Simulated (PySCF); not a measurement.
MoO₂F₂, SMILES [F][Mo](=[O])(=[O])[F], multiplicity 1.

The structure is a stationary point at B3LYP-D3(BJ)/def2-SVP. The multiplicity is an assumed one; other spin states were not compared. The def2 effective core potentials stand for the cores of Mo; spin–orbit coupling is left out.

Level of theory: PySCF with PBE0/def2-TZVPD.

The molecule is in vacuum.

Computed frontier levels, gap, dipole moment and polarisability:
```json
{
 "highest_occupied_level": "-10.11 eV",
 "lowest_empty_level": "-3.42 eV",
 "orbital_gap": "6.69 eV",
 "dipole_moment": "0.92 D",
 "quadrupole, principal values (traceless, Buckingham form, about the centre of nuclear charge)": "-0.17, -0.03, 0.21 D·Å",
 "mean_static_polarisability": "41.9 bohr³ (6.20 Å³)",
 "polarisability_principal_values": "37.8, 41.6, 46.2 bohr³"
}
```
